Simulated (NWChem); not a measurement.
System: Zn cation, doublet

Here is an NWChem input.

```
start job
memory heap 200 mb stack 900 mb global 1100 mb
charge 1
geometry units angstroms noautoz
  Zn     0.000000     0.000000     0.000000
end
basis spherical
  Zn library aug-pcseg-1
end
dft
  odft
  mult 2
  xc b3lyp
  iterations 150
  mulliken
end
task dft energy
```

Output (shortened):

```
             Northwest Computational Chemistry Package (NWChem) 7.3.0
             --------------------------------------------------------

                             Geometry "geometry" -> ""
                             -------------------------

 Output coordinates in angstroms (scale by  1.889725989 to convert to a.u.)

  No.       Tag          Charge          X              Y              Z
 ---- ---------------- ---------- -------------- -------------- --------------
    1 Zn                  30.0000     0.00000000     0.00000000     0.00000000

 Effective nuclear repulsion energy (a.u.)       0.0000000000

                                 NWChem DFT Module
                                 -----------------

 Summary of "ao basis" -> "ao basis" (spherical)
 ------------------------------------------------------------------------------
       Tag                 Description            Shells   Functions and Types
 ---------------- ------------------------------  ------  ---------------------
 Zn                       aug-pcseg-1               15       47   6s4p3d2f

            General Information
            -------------------
          SCF calculation type: DFT
          Wavefunction type:  spin polarized.
          No. of atoms     :     1
          No. of electrons :    29
           Alpha electrons :    15
            Beta electrons :    14
          Charge           :     1
          Spin multiplicity:     2
          Use of symmetry is: off; symmetry adaption is: off
          Maximum number of iterations: 150
          AO basis - number of functions:    47
                     number of shells:    15
          Convergence on energy requested:  1.00D-06
          Convergence on density requested:  1.00D-05
          Convergence on gradient requested:  5.00D-04

              XC Information
              --------------
                         B3LYP Method XC Potential
                     Hartree-Fock (Exact) Exchange  0.200
                        Slater Exchange Functional  0.800 local
                    Becke 1988 Exchange Functional  0.720 non-local
              Lee-Yang-Parr Correlation Functional  0.810
                  VWN I RPA Correlation Functional  0.190 local

             Grid Information
             ----------------
          Grid used for XC integration:  medium
          Radial quadrature: Mura-Knowles
          Angular quadrature: Lebedev.
          Tag              B.-S. Rad. Rad. Pts. Rad. Cut. Ang. Pts.
          ---              ---------- --------- --------- ---------
          Zn                  1.35      112          12.0       590
          Grid pruning is: on
          Number of quadrature shells:   112
          Spatial weights used:  Erf1

      Superposition of Atomic Density Guess
      -------------------------------------

 Sum of atomic energies:       -1777.57141154

 Renormalizing density from      30.00 to     29

      Non-variational initial energy
      ------------------------------

 Total energy =   -1741.111871
 1-e energy   =   -2402.103971
 2-e energy   =     660.992100
 HOMO         =      -0.728265
 LUMO         =      -0.254737

     ---------------------------------------------
      Total Density - Mulliken Population Analysis
     ---------------------------------------------

    Atom       Charge   Shell Charges
 -----------   ------   -------------------------------------------------------
    1 Zn  30    29.00   2.00  2.00  2.01  0.83  0.14  0.01  6.00  6.04 -0.05  0.00  9.72  0.27  0.01  0.00  0.00

     --------------------------------------------
      Spin Density - Mulliken Population Analysis
     --------------------------------------------

    Atom       Charge   Shell Charges
 -----------   ------   -------------------------------------------------------
    1 Zn  30     1.00   0.00 -0.00 -0.01  0.87  0.13  0.01  0.00  0.00  0.00  0.00  0.00  0.00  0.00  0.00  0.00

   convergence    iter        energy       DeltaE   RMS-Dens  Diis-err
 ---------------- ----- ----------------- --------- --------- ---------
 d= 0,ls=0.0,diis     1  -1778.4288169988 -1.78D+03  3.11D-02  1.30D+00
                                                     3.65D-02  1.33D+00
 d= 0,ls=0.5,diis     2  -1775.3013999000  3.13D+00  1.37D-02  1.62D+01
                                                     1.27D-02  1.28D+01
 d= 0,ls=0.5,diis     3  -1777.9318316932 -2.63D+00  9.80D-03  2.70D+00
                                                     9.55D-03  2.01D+00
 d= 0,ls=0.5,diis     4  -1778.5277893214 -5.96D-01  5.14D-03  2.08D-01
                                                     5.65D-03  1.50D-01
 d= 0,ls=0.5,diis     5  -1778.5913527114 -6.36D-02  1.84D-03  7.02D-03
                                                     2.45D-03  5.48D-03
  Resetting Diis
 d= 0,ls=0.5,diis     6  -1778.5951566976 -3.80D-03  8.15D-04  5.83D-04
                                                     1.86D-03  8.22D-04
 d= 0,ls=0.5,diis     7  -1778.5973272972 -2.17D-03  3.99D-04  5.44D-05
                                                     3.93D-03  1.56D-03
 d= 0,ls=0.5,diis     8  -1778.6080831287 -1.08D-02  3.49D-04  4.71D-04
                                                     6.99D-03  8.87D-03
 d= 0,ls=0.5,diis     9  -1778.6441538579 -3.61D-02  1.13D-04  1.13D-02
                                                     1.01D-02  3.22D-02
 d= 0,ls=0.5,diis    10  -1778.7114617080 -6.73D-02  1.49D-04  6.04D-02
                                                     9.93D-03  7.01D-02
 d= 0,ls=0.5,diis    11  -1778.7653179006 -5.39D-02  1.47D-04  1.62D-01
                                                     7.46D-03  1.32D-01
 d= 0,ls=0.5,diis    12  -1778.7890754877 -2.38D-02  1.76D-04  2.56D-01
                                                     5.09D-03  1.99D-01
 d= 0,ls=0.5,diis    13  -1778.7993651758 -1.03D-02  5.72D-05  3.08D-01
                                                     3.38D-03  2.40D-01
 d= 0,ls=0.5,diis    14  -1778.8011369732 -1.77D-03  4.29D-05  3.41D-01
                                                     2.18D-03  2.67D-01
 d= 0,ls=0.5,diis    15  -1778.8004949340  6.42D-04  1.14D-04  3.59D-01
                                                     1.42D-03  2.82D-01
 d= 0,ls=0.5,diis    16  -1778.8032347551 -2.74D-03  4.15D-05  3.57D-01
                                                     9.12D-04  2.81D-01
 d= 0,ls=0.5,diis    17  -1778.8038732134 -6.38D-04  1.31D-04  3.59D-01
                                                     6.08D-04  2.82D-01
 d= 0,ls=0.5,diis    18  -1778.8068149385 -2.94D-03  1.36D-04  3.51D-01
                                                     3.89D-04  2.76D-01
 d= 0,ls=0.5,diis    19  -1778.8029891957  3.83D-03  2.83D-04  3.63D-01
                                                     4.28D-04  2.86D-01
 d= 0,ls=0.5,diis    20  -1778.8102192212 -7.23D-03  4.71D-03  3.40D-01
                                                     2.09D-03  2.68D-01
 d= 0,ls=0.5,diis    21  -1778.8913908249 -8.12D-02  2.38D-03  7.00D-02
                                                     9.45D-04  5.47D-02
 d= 0,ls=0.5,diis    22  -1778.9082762983 -1.69D-02  1.28D-03  1.24D-02
                                                     3.98D-04  9.38D-03
 d= 0,ls=0.5,diis    23  -1778.9114591723 -3.18D-03  6.57D-04  1.67D-03
                                                     1.54D-04  1.20D-03
 d= 0,ls=0.5,diis    24  -1778.9119353078 -4.76D-04  3.07D-04  1.56D-04
                                                     4.65D-05  9.81D-05
 d= 0,ls=0.5,diis    25  -1778.9119880264 -5.27D-05  1.44D-04  1.67D-05
                                                     1.68D-05  8.74D-06
 d= 0,ls=0.5,diis    26  -1778.9119951175 -7.09D-06  7.10D-05  2.91D-06
                                                     7.82D-06  1.46D-06
 d= 0,ls=0.5,diis    27  -1778.9119965558 -1.44D-06  3.48D-05  5.65D-07
                                                     3.66D-06  2.34D-07
 d= 0,ls=0.5,diis    28  -1778.9119968770 -3.21D-07  1.73D-05  1.20D-07
                                                     1.65D-06  3.51D-08
 d= 0,ls=0.5,diis    29  -1778.9119969540 -7.70D-08  8.64D-06  2.89D-08
                                                     8.70D-07  6.65D-09

         Total DFT energy =    -1778.911996984988
      One electron energy =    -2472.618415855992
           Coulomb energy =      764.682293447577
    Exchange-Corr. energy =      -70.975874576572
 Nuclear repulsion energy =        0.000000000000

 Numeric. integr. density =       29.000000000015

                    DFT Final Alpha Molecular Orbital Analysis
                    ------------------------------------------

 Vector   13  Occ=1.000000D+00  E=-8.271449D-01
              MO Center=  4.9D-12,  6.7D-12,  7.9D-12, r^2= 3.0D-01
   Bfn.  Coefficient  Atom+Function         Bfn.  Coefficient  Atom+Function
  ----- ------------  ---------------      ----- ------------  ---------------
    22      0.656803  1 Zn d  1              20      0.633297  1 Zn d -1
    27      0.152713  1 Zn d  1              25      0.147247  1 Zn d -1

 Vector   14  Occ=1.000000D+00  E=-8.271449D-01
              MO Center= -8.0D-12, -6.6D-12, -6.4D-12, r^2= 3.0D-01
   Bfn.  Coefficient  Atom+Function         Bfn.  Coefficient  Atom+Function
  ----- ------------  ---------------      ----- ------------  ---------------
    23      0.912387  1 Zn d  2              28      0.212139  1 Zn d  2

 Vector   15  Occ=1.000000D+00  E=-5.494420D-01
              MO Center=  7.1D-11,  6.0D-11, -6.9D-11, r^2= 1.9D+00
   Bfn.  Coefficient  Atom+Function         Bfn.  Coefficient  Atom+Function
  ----- ------------  ---------------      ----- ------------  ---------------
     4      0.934892  1 Zn s                  3     -0.563989  1 Zn s
     2      0.221827  1 Zn s                  5      0.207814  1 Zn s
     1     -0.031126  1 Zn s

[...]
```

Level: B3LYP/aug-pcseg-1, spin-unrestricted. No stability test was run on the SCF state. B3LYP is NWChem's, with the RPA form of VWN correlation.
